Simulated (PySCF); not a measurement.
BiBrH6Si2. Atoms are numbered in the order given.

```xyz
10

Bi     0.4175    -0.6361     0.0000
Br    -2.0822     0.3256     0.0000
Si     1.1016     1.1611    -1.8932
H      0.6711     2.5228    -1.4735
H      2.5835     1.1392    -2.0892
H      0.4347     0.7816    -3.1708
Si     1.1016     1.1611     1.8932
H      0.6711     2.5228     1.4735
H      0.4347     0.7816     3.1708
H      2.5835     1.1392     2.0892
```
Charge 0, spin multiplicity 1.

Geometry: B3LYP-D3(BJ)/def2-SVP. The def2 effective core potentials stand for the cores of Bi; spin–orbit coupling is left out.

Method: PBE/def2-TZVP run with PySCF.

Symmetry labels are those of the subgroup Cs that the program uses (full group Cs).

Computed valence orbital energies around the gap with their symmetry:
| orbital | symmetry | energy (eV) |
|---|---|---|
| HOMO−7 | A' | -8.89 |
| HOMO−6 | A" | -8.70 |
| HOMO−5 | A" | -8.54 |
| HOMO−4 | A' | -8.01 |
| HOMO−3 | A" | -7.36 |
| HOMO−2 | A' | -7.22 |
| HOMO−1 | A" | -6.30 |
| HOMO | A' | -6.15 |
| LUMO | A' | -3.07 |
| LUMO+1 | A" | -1.66 |
| LUMO+2 | A' | -1.63 |
| LUMO+3 | A' | -0.61 |
